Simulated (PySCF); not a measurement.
IRb, charge -1, doublet, at the geometry of the source list (a state made from the parent by changing its charge; the spin is typed, not shown lowest) (core potentials on I, Rb) (in this run its highest filled SCF level lies above zero, so its values depend strongly on the basis, on diffuse functions most of all). Base run: M062X/def2-SVP in PySCF.

Here is a job for PySCF.
```python
from pyscf import gto, scf, dft

mol = gto.Mole()
mol.atom = '''
    Rb   -1.08960000   -0.77400000   -0.92830000
    I     1.08960000    0.77400000    0.92830000
'''
mol.basis = 'def2-svp'
mol.ecp = {'I': 'def2-svp', 'Rb': 'def2-svp'}
mol.charge = -1
mol.spin = 1
mol.verbose = 4
mol.build()

mf = dft.UKS(mol)
mf.xc = 'm062x'
mf.kernel()
```

Variants of this job, named by their change:

| change | ΔE vs base (mEh) | fitting functions | outcome |
|---|---|---|---|
| base | 0.000 | - | converged |
| auxbasis = def2-svp-ri | - | - | input refused |
| only_dfj = on; auxbasis = def2-universal-jfit | -0.145 | 114 | converged |
| auxbasis = def2-tzvp-ri | - | - | input refused |
| auxbasis = cc-pvtz-jkfit | - | - | input refused |
| auxbasis = def2-universal-jkfit | -0.002 | 329 | converged |
| auxbasis = even-tempered beta=3.0 | -45.613 | 253 | converged |
| auxbasis = even-tempered beta=1.6 | 0.000 | 544 | converged |
| auxbasis = cc-pvtz-ri | - | - | input refused |
| auxbasis = def2-universal-jfit | 1874.3 | 114 | converged |

A fitting set is made for a task (jfit for Coulomb, jkfit for Coulomb and exchange, ri for correlation) and for a family of orbital bases.

Open shells are given as the SCF converged; they aren't shown to be the lowest states, and a large step between rows can be another state.

- auxbasis = def2-svp-ri: ended with `pyscf.lib.exceptions.BasisNotFoundError: Basis set not found for I in def2-svp-ri`
- auxbasis = def2-tzvp-ri: ended with `pyscf.lib.exceptions.BasisNotFoundError: Basis set not found for I in def2-tzvp-ri`
- auxbasis = cc-pvtz-jkfit: ended with `pyscf.lib.exceptions.BasisNotFoundError: Basis set not found for I in cc-pvtz-jkfit`
